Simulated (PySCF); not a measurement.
InF2Cl, SMILES [In]([F])([Cl])[F].

Geometry: B3LYP-D3(BJ)/def2-SVP. The def2 effective core potentials stand for the cores of In; spin–orbit coupling is left out.

Method: TDA-PBE0/def2-SVPD (PySCF).

Vertical excitations. Gas-phase values at a fixed geometry. State labels are in the subgroup C2v.

Computed excitation energies, oscillator strengths and character:
```tsv
state	symmetry	energy (eV)	λ (nm)	f	main pairs
S1	B2	4.92	252	0.016	HOMO→LUMO 99 %
S2	B1	5.01	248	0.009	HOMO−1→LUMO 99 %
S3	A2	5.95	208	0.000	HOMO−4→LUMO 99 %
S4	B2	5.96	208	0.017	HOMO−3→LUMO 93 %
S5	A1	5.96	208	0.083	HOMO−2→LUMO 75 %, HOMO−6→LUMO 20 %
S6	B1	6.35	195	0.038	HOMO−5→LUMO 98 %
S7	A2	6.78	183	0.000	HOMO→LUMO+1 100 %
S8	A1	6.86	181	0.011	HOMO−1→LUMO+1 54 %, HOMO−6→LUMO 41 %
S9	B2	7.41	167	0.062	HOMO−7→LUMO 66 %, HOMO−4→LUMO+1 29 %
S10	B1	7.64	162	0.004	HOMO−2→LUMO+1 99 %
T1	B2	4.48	277	0	HOMO→LUMO 98 %
T2	B1	4.61	269	0	HOMO−1→LUMO 98 %
T3	A1	5.15	241	0	HOMO−2→LUMO 97 %
T4	B2	5.46	227	0	HOMO−3→LUMO 96 %
```
Triplets are in the Tamm–Dancoff approximation.
